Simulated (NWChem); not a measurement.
Species: InH3O; SMILES [OH][InH2]

Computed with NWChem. Structure relaxed at the PBE0/def2-SVP level. def2 effective core potentials on In; no spin-orbit coupling. Ions are spin-unrestricted doublets at the neutral geometry; other ion states weren't tried.

For level PBE/def2-SVPD:

```yaml
"−ε(HOMO) (eV)": 6.82
```

Task: What are these values for level CAM-B3LYP/def2-SVPD?

Result: The −ε(HOMO) (eV) is 9.73.
